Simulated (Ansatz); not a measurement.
`Cl[Si](Cl)(Cl)[SnH2][Si](Cl)(Cl)Cl` → `[Cl][SnH2][Si](Cl)(Cl)Cl` + `Cl[Si]Cl`  (silylene loss)

Computed with Ansatz on PBE0-D4/def2-TZVP structures; ΔE is electronic, products minus reactants. CCSD(T)/CBS is the MP2 limit (def2-TZVPP, def2-QZVPP) plus CCSD(T) − MP2 in def2-TZVPP, frozen cores. This one scheme is used for every species. Functionals use def2-TZVPP. B3LYP here is the variant with VWN-RPA as its local correlation; programs differ in this. HSE06 is defined as in plane-wave codes. Elements past krypton have def2 core potentials. For Sn outer-core shells are correlated without core-valence functions, which leaves a few kJ/mol of doubt a bond. Each species was taken in one conformer, which may not be the lowest.

```csv
level,ΔE (kJ/mol),difference from CCSD(T)/CBS
LDA (SPW92),206.4,20.1
PBE-D4,183.4,-2.9
revPBE-D4,181.6,-4.7
BLYP-D4,159.7,-26.6
r2SCAN-D4,195.1,8.8
B97M-V,174.8,-11.5
PBE0-D4,197.5,11.2
B3LYP-D4,173.9,-12.4
r2SCANh-D4,198.3,12.0
r2SCAN0-D4,202.3,16.0
BHLYP-D4,189.3,3.0
CAM-B3LYP-D4,179.8,-6.5
ωB97X-V,191.4,5.1
B2PLYP,164.4,-21.9
PBE-QIDH,200.3,14.0
PBE,163.5,-22.8
revPBE,144.3,-42.0
BLYP,121.1,-65.2
r2SCAN,189.1,2.8
PBE0,179.0,-7.3
B3LYP,141.9,-44.4
r2SCANh,191.5,5.2
r2SCAN0,194.8,8.5
HSE06,178.9,-7.4
BHLYP,158.7,-27.6
CAM-B3LYP,159.5,-26.8
LC-ωPBE,195.2,8.9
RPA@PBE/def2-TZVPP,161.1,-25.2
HF/def2-SVP,146.5,-39.8
CCSD/def2-SVP,164.7,-21.6
CCSD(T)/def2-SVP,167.3,-19.0
HF/def2-TZVPP,144.6,-41.7
MP2/def2-TZVPP,202.4,16.1
CCSD/def2-TZVPP,174.7,-11.6
CCSD(T)/def2-TZVPP,179.4,-6.9
HF/def2-QZVPP,142.4,-43.9
MP2/def2-QZVPP,205.6,19.3
SCS-MP2/def2-QZVPP,186.9,0.6
HF/CBS(def2),142.0,-44.3
CCSD/CBS(def2),181.6,-4.7
CCSD(T)/CBS,186.3,0
```

Largest T1 diagnostic among the species: 0.013.

Leaving LDA and LC-ωPBE aside and taking each functional with its dispersion term where it has one, the values spread over 42.6 kJ/mol, from BLYP-D4 to r2SCAN0-D4. LDA lies +42.9 kJ/mol from PBE without D4. At CCSD(T), def2-SVP lies −19.0 kJ/mol from the extrapolated value and def2-TZVPP −6.9 kJ/mol. The D4 term adds +32.1 kJ/mol with B3LYP and +18.5 kJ/mol with PBE0; it sums over pairs of atoms, weighted by their polarisabilities, and B3LYP, whose exchange is more repulsive, gets the larger term.

CCSD(T)/CBS has its own doubt, a few kJ/mol and more with outer-core shells, so smaller differences from it don't rank the levels.
